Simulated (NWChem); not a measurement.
System: HfH3O3 cation; SMILES [OH][Hf+]([OH])[OH]

Here is an NWChem input.

```
start job
memory heap 200 mb stack 900 mb global 1100 mb
charge 1
geometry units angstroms noautoz
  Hf     0.000000     0.000000     0.717448
  O     -1.771982    -0.169673     0.128901
  H     -2.588493    -0.248035    -0.374902
  O      0.739050     1.619418     0.128901
  H      1.079442     2.365718    -0.374902
  O      1.032932    -1.449745     0.128901
  H      1.509051    -2.117683    -0.374902
end
basis spherical
  Hf library def2-svp
  O library def2-svp
  H library def2-svp
end
ecp
  Hf library def2-ecp
end
dft
  xc m06-2x
  iterations 150
  mulliken
end
task dft gradient
```

Excerpt of the output:

```
             Northwest Computational Chemistry Package (NWChem) 7.3.0
             --------------------------------------------------------

 C3V symmetry detected

                             Geometry "geometry" -> ""
                             -------------------------

 Output coordinates in angstroms (scale by  1.889725989 to convert to a.u.)

  No.       Tag          Charge          X              Y              Z
 ---- ---------------- ---------- -------------- -------------- --------------
    1 Hf                  72.0000     0.00000000     0.00000000     0.17577958
    2 O                    8.0000     1.25871150     1.25871150    -0.41276742
    3 H                    1.0000     1.83872466     1.83872466    -0.91657042
    4 O                    8.0000     0.46072038    -1.71943188    -0.41276742
    5 H                    1.0000     0.67301993    -2.51174459    -0.91657042
    6 O                    8.0000    -1.71943188     0.46072038    -0.41276742
    7 H                    1.0000    -2.51174459     0.67301993    -0.91657042

 Effective nuclear repulsion energy (a.u.)     581.3512337875

      Symmetry information
      --------------------

 Group name             C3v
 Group number             17
 Group order               6
 No. of unique centers     3

                                 NWChem DFT Module
                                 -----------------

 Summary of "ao basis" -> "ao basis" (spherical)
 ------------------------------------------------------------------------------
       Tag                 Description            Shells   Functions and Types
 ---------------- ------------------------------  ------  ---------------------
 Hf                         def2-svp                12       32   6s3p2d1f
 O                          def2-svp                 6       14   3s2p1d
 H                          def2-svp                 3        5   2s1p

      Symmetry analysis of basis
      --------------------------

        a1         27
        a2          6
        e          56

  Rotation of axis

            General Information
            -------------------
          SCF calculation type: DFT
          Wavefunction type:  closed shell.
          No. of atoms     :     7
          No. of electrons :    38
           Alpha electrons :    19
            Beta electrons :    19
          Charge           :     1
          Spin multiplicity:     1
          Use of symmetry is: on ; symmetry adaption is: on
          Maximum number of iterations: 150
          AO basis - number of functions:    89
                     number of shells:    39
          Convergence on energy requested:  1.00D-06
          Convergence on density requested:  1.00D-05
          Convergence on gradient requested:  5.00D-04

              XC Information
              --------------
                       M06-2X Method XC Functional
                     Hartree-Fock (Exact) Exchange  0.540
                        M06-2X Exchange Functional  1.000
                      M06-2X Correlation Potential  1.000

             Grid Information
             ----------------
          Grid used for XC integration:  medium
          Radial quadrature: Mura-Knowles
          Angular quadrature: Lebedev.
          Tag              B.-S. Rad. Rad. Pts. Rad. Cut. Ang. Pts.
          ---              ---------- --------- --------- ---------
          Hf                  1.55      123          10.0       590
          O                   0.60       49          10.0       434
          H                   0.35       45          11.0       434
          Grid pruning is: on
          Number of quadrature shells:   217
          Spatial weights used:  Erf1

      Superposition of Atomic Density Guess
      -------------------------------------

 Sum of atomic energies:        -277.50953892

 Renormalizing density from      39.00 to     38

      Non-variational initial energy
      ------------------------------

 Total energy =    -269.065512
 1-e energy   =    -651.473470
 2-e energy   =     241.267038
 HOMO         =      -0.828271
 LUMO         =      -0.336740

      Symmetry analysis of molecular orbitals - initial
      -------------------------------------------------

  Numbering of irreducible representations:

     1 a1          2 a2          3 e

  Orbital symmetries:

     1 a1          2 e           3 e           4 a1          5 e
     6 e           7 a1          8 a1          9 e          10 e
    11 a1         12 e          13 e          14 e          15 e
    16 e          17 e          18 a1         19 a2         20 a1
    21 e          22 e          23 a1         24 e          25 e
    26 a1         27 e          28 e          29 a1

     ---------------------------------------------
      Total Density - Mulliken Population Analysis
     ---------------------------------------------

    Atom       Charge   Shell Charges
 -----------   ------   -------------------------------------------------------
    1 Hf  12     9.34   0.03 -0.30  1.76  0.53  0.18  0.02  5.55  0.54  0.04  0.77  0.06  0.16
    2 O    8     8.98   1.99  1.16  0.60  3.44  1.78  0.00
    3 H    1     0.57   0.48  0.04  0.06
    4 O    8     8.98   1.99  1.16  0.60  3.44  1.78  0.00
    5 H    1     0.57   0.48  0.04  0.06
    6 O    8     8.98   1.99  1.16  0.60  3.44  1.78  0.00
    7 H    1     0.57   0.48  0.04  0.06

   convergence    iter        energy       DeltaE   RMS-Dens  Diis-err
 ---------------- ----- ----------------- --------- --------- ---------
 d= 0,ls=0.0,diis     1   -274.5701445027 -4.16D+02  3.08D-02  4.65D+00
 d= 0,ls=0.0,diis     2   -273.5605619307  1.01D+00  2.11D-02  1.48D+01
 d= 0,ls=0.0,diis     3   -275.0404979424 -1.48D+00  3.13D-03  7.87D-02
 d= 0,ls=0.0,diis     4   -275.0509379086 -1.04D-02  5.94D-04  3.74D-03
 d= 0,ls=0.0,diis     5   -275.0508598065  7.81D-05  1.66D-04  1.04D-04
  Resetting Diis
 d= 0,ls=0.0,diis     6   -275.0508950968 -3.53D-05  4.75D-05  9.85D-06
 d= 0,ls=0.0,diis     7   -275.0508981071 -3.01D-06  1.21D-05  1.11D-06
 d= 0,ls=0.0,diis     8   -275.0508981698 -6.27D-08  6.13D-06  8.43D-07

         Total DFT energy =     -275.050898169808
      One electron energy =     -665.415207613345
           Coulomb energy =      281.686614994706
    Exchange-Corr. energy =      -32.463225471882
 Nuclear repulsion energy =      141.140919920713

 Numeric. integr. density =       38.000002674973

                  Occupations of the irreducible representations
                  ----------------------------------------------

                     irrep           alpha         beta
                     --------     --------     --------
                     a1                6.0          6.0
                     a2                1.0          1.0
                     e                12.0         12.0

                       DFT Final Molecular Orbital Analysis
                       ------------------------------------

 Vector   17  Occ=2.000000D+00  E=-6.006800D-01  Symmetry=e
              MO Center=  2.5D-02,  1.0D-01, -3.3D-01, r^2= 3.8D+00
   Bfn.  Coefficient  Atom+Function         Bfn.  Coefficient  Atom+Function
  ----- ------------  ---------------      ----- ------------  ---------------
    38      0.338052  2 O  pz                55      0.292658  4 O  px
    41      0.252411  2 O  pz                76     -0.252167  6 O  pz
    58      0.219715  4 O  px                75      0.192635  6 O  py
    79     -0.188284  6 O  pz                36      0.147196  2 O  px
    78      0.145499  6 O  py                74      0.144671  6 O  px

 Vector   18  Occ=2.000000D+00  E=-6.006800D-01  Symmetry=e
              MO Center= -2.5D-02, -1.0D-01, -3.3D-01, r^2= 3.8D+00
   Bfn.  Coefficient  Atom+Function         Bfn.  Coefficient  Atom+Function
  ----- ------------  ---------------      ----- ------------  ---------------
    57      0.340763  4 O  pz                60      0.254435  4 O  pz
    75     -0.245013  6 O  py                76     -0.244761  6 O  pz
    37     -0.242487  2 O  py                36      0.194093  2 O  px
    78     -0.182525  6 O  py                79     -0.182754  6 O  pz
    40     -0.180555  2 O  py                39      0.146637  2 O  px

 Vector   19  Occ=2.000000D+00  E=-5.820903D-01  Symmetry=a2
              MO Center=  6.9D-14,  9.2D-14, -4.1D-01, r^2= 3.7D+00
   Bfn.  Coefficient  Atom+Function         Bfn.  Coefficient  Atom+Function
  ----- ------------  ---------------      ----- ------------  ---------------
    55      0.354571  4 O  px                75     -0.354571  6 O  py
    58      0.269709  4 O  px                78     -0.269709  6 O  py
    36     -0.259564  2 O  px                37      0.259564  2 O  py
    39     -0.197440  2 O  px                40      0.197440  2 O  py
    56      0.095007  4 O  py                74     -0.095007  6 O  px

 Vector   20  Occ=0.000000D+00  E=-2.598833D-01  Symmetry=a1
              MO Center=  6.6D-12,  1.2D-13,  9.9D-01, r^2= 3.3D+00
   Bfn.  Coefficient  Atom+Function         Bfn.  Coefficient  Atom+Function
  ----- ------------  ---------------      ----- ------------  ---------------
     5      0.544869  1 Hf s                 18      0.541851  1 Hf d  0
     6      0.372749  1 Hf s                  3     -0.288094  1 Hf s
    15      0.284923  1 Hf pz                 4     -0.187360  1 Hf s
     2      0.175548  1 Hf s                 23      0.172732  1 Hf d  0
     9     -0.170739  1 Hf pz                35     -0.087486  2 O  s

 Vector   21  Occ=0.000000D+00  E=-1.706594D-01  Symmetry=e
              MO Center= -2.0D-03,  2.2D-03,  5.3D-01, r^2= 3.3D+00
   Bfn.  Coefficient  Atom+Function         Bfn.  Coefficient  Atom+Function
  ----- ------------  ---------------      ----- ------------  ---------------
    19      0.786245  1 Hf d  1              13     -0.354247  1 Hf px
    24      0.266908  1 Hf d  1               7      0.179216  1 Hf px
    79     -0.179560  6 O  pz                76     -0.163665  6 O  pz
    77      0.149680  6 O  px                73      0.148135  6 O  s
    41      0.133712  2 O  pz                38      0.121876  2 O  pz

 Vector   22  Occ=0.000000D+00  E=-1.706594D-01  Symmetry=e
              MO Center=  2.0D-03, -2.2D-03,  5.3D-01, r^2= 3.3D+00
   Bfn.  Coefficient  Atom+Function         Bfn.  Coefficient  Atom+Function
  ----- ------------  ---------------      ----- ------------  ---------------
    17      0.786245  1 Hf d -1              14      0.354247  1 Hf py
    22      0.266908  1 Hf d -1              60      0.180868  4 O  pz
     8     -0.179216  1 Hf py                57      0.164857  4 O  pz
    59     -0.151048  4 O  py                54     -0.149213  4 O  s
    41     -0.130140  2 O  pz                56     -0.122702  4 O  py

     ---------------------------------------------
      Total Density - Mulliken Population Analysis
     ---------------------------------------------

    Atom       Charge   Shell Charges
 -----------   ------   -------------------------------------------------------
    1 Hf  12    10.50   0.03 -0.30  1.81  0.50  0.21 -0.00  5.57  0.55  0.12  1.57  0.24  0.20
    2 O    8     8.43   1.99  1.04  0.68  2.89  1.83  0.00
    3 H    1     0.74   0.64  0.03  0.07
    4 O    8     8.43   1.99  1.04  0.68  2.89  1.83  0.00
    5 H    1     0.74   0.64  0.03  0.07
    6 O    8     8.43   1.99  1.04  0.68  2.89  1.83  0.00
    7 H    1     0.74   0.64  0.03  0.07

     -------------------------------------------
      Total Density - Lowdin Population Analysis
     -------------------------------------------

    Atom       Charge   Shell Charges
 -----------   ------   -------------------------------------------------------
    1 Hf  12    11.17   0.00  0.03  1.07  0.79  0.28  0.09  4.94  1.21  0.20  1.51  0.60  0.45
    2 O    8     8.09   1.97  0.85  0.59  2.72  1.95  0.01
    3 H    1     0.85   0.52  0.15  0.18
    4 O    8     8.09   1.97  0.85  0.59  2.72  1.95  0.01
    5 H    1     0.85   0.52  0.15  0.18
    6 O    8     8.09   1.97  0.85  0.59  2.72  1.95  0.01
    7 H    1     0.85   0.52  0.15  0.18

     Multipole analysis of the density
     ---------------------------------

     L   x y z        total         alpha         beta         nuclear
     -   - - -        -----         -----         ----         -------
     0   0 0 0      1.000000    -19.000000    -19.000000     39.000000

     1   1 0 0      0.000000      0.000000      0.000000     -0.000000
     1   0 1 0      0.000000      0.000000      0.000000     -0.000000
     1   0 0 1      0.399346     10.164930     10.164930    -19.930514

     2   2 0 0    -20.481100    -96.244699    -96.244699    172.008298
     2   1 1 0      0.000000      0.000000      0.000000      0.000000
     2   1 0 1      0.000000      0.000000      0.000000      0.000000
     2   0 2 0    -20.481100    -96.244699    -96.244699    172.008298
     2   0 1 1      0.000000      0.000000      0.000000      0.000000
     2   0 0 2    -20.272671    -22.599586    -22.599586     24.926501

            General Information
            -------------------
          SCF calculation type: DFT
          Wavefunction type:  closed shell.
          No. of atoms     :     7
          No. of electrons :    38
           Alpha electrons :    19
            Beta electrons :    19
          Charge           :     1
          Spin multiplicity:     1
          Use of symmetry is: on ; symmetry adaption is: on
          Maximum number of iterations: 150
          AO basis - number of functions:    89
                     number of shells:    39
          Convergence on energy requested:  1.00D-06
          Convergence on density requested:  1.00D-05
          Convergence on gradient requested:  5.00D-04

              XC Information
              --------------
                       M06-2X Method XC Functional
                     Hartree-Fock (Exact) Exchange  0.540
                        M06-2X Exchange Functional  1.000
                      M06-2X Correlation Potential  1.000

             Grid Information
             ----------------
          Grid used for XC integration:  medium
          Radial quadrature: Mura-Knowles
          Angular quadrature: Lebedev.
          Tag              B.-S. Rad. Rad. Pts. Rad. Cut. Ang. Pts.
          ---              ---------- --------- --------- ---------
          Hf                  1.55      123          10.0       590
          O                   0.60       49          10.0       434
          H                   0.35       45          11.0       434
          Grid pruning is: on
          Number of quadrature shells:   217
          Spatial weights used:  Erf1

          Convergence Information
          -----------------------
          Convergence aids based upon iterative change in
          total energy or number of iterations.
          Levelshifting, if invoked, occurs when the
          HOMO/LUMO gap drops below (HL_TOL):  1.00D-02
          DIIS, if invoked, will attempt to extrapolate
          using up to (NFOCK): 10 stored Fock matrices.

[...]

                         DFT ENERGY GRADIENTS

    atom               coordinates                        gradient
                 x          y          z           x          y          z
   1 Hf      0.000000   0.000000   0.332175    0.000000   0.000000  -0.001700
   2 O       2.378620   2.378620  -0.780017   -0.000511  -0.000511   0.000057
   3 H       3.474686   3.474686  -1.732067   -0.000527  -0.000527   0.000510
   4 O       0.870635  -3.249255  -0.780017   -0.000187   0.000698   0.000057
   5 H       1.271823  -4.746509  -1.732067   -0.000193   0.000720   0.000510
   6 O      -3.249255   0.870635  -0.780017    0.000698  -0.000187   0.000057
   7 H      -4.746509   1.271823  -1.732067    0.000720  -0.000193   0.000510
```

Level: M06-2X/def2-SVP with def2 effective core potentials on Hf. All runs use the structure optimised with PBE0/def2-SVP. This spin state was assumed; another may lie lower. def2 effective core potentials on Hf; no spin-orbit coupling.
